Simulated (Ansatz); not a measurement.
`C[CH]1[AlH][GeH2]1`, charge 0, multiplicity 1.

(1) Give a relaxed structure at PBE0-D4/def2-TZVP (Ansatz 0.2.0). (An estimate is asked.)

Answers

(1) The calculation gave: 
Z-matrix (Å, degrees):
```
C
C 1 1.514
H 1 1.093 2 111.4
H 1 1.095 2 112.1 3 119.9
H 1 1.095 2 111.7 3 -119.5
Al 2 1.939 1 134.7 3 45.6
Ge 2 2.046 1 123.5 3 -53.7
H 2 1.103 1 111.4 3 -176.2
H 6 1.585 2 145.4 1 51.5
H 7 1.543 2 111.2 1 24.3
H 7 1.539 2 114.9 1 -100.3
```
This is one stationary point; other conformers may exist.
